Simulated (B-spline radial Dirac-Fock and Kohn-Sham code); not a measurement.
Dipole and non-dipole photoemission parameters of Ir⁵⁺ 3p3/2

System: iridium as Ir⁵⁺ in the configuration [Xe] 4f14 5d4; threshold 2613.0 eV (orbital energy of the model). Calculated with a radial B-spline solver, using Dirac-Hartree-Slater photoionisation with a Latter tail; cross sections with all multipoles, angular parameters from the dipole term and its interference with E2.

```tsv
hν (eV)	σ (kb)	β	γ	δ
3170	87.0	1.213	0.327	0.060
3550	71.9	1.385	0.183	0.028
3610	69.8	1.404	0.162	0.025
4000	58.1	1.497	0.050	0.015
4020	57.5	1.500	0.045	0.015
4560	?	?	?	?
5414.7	32.3	1.639	-0.053	0.012
8047.8	13.8	1.694	0.236	0.022
8240	13.0	1.694	0.264	0.023
10200	7.90	1.687	0.560	0.029
12000	5.32	1.671	0.821	0.035
```

Q: Give the values at 4560 eV.

A: σ = 45.4 kb, β = 1.575, γ = -0.037, δ = 0.011.
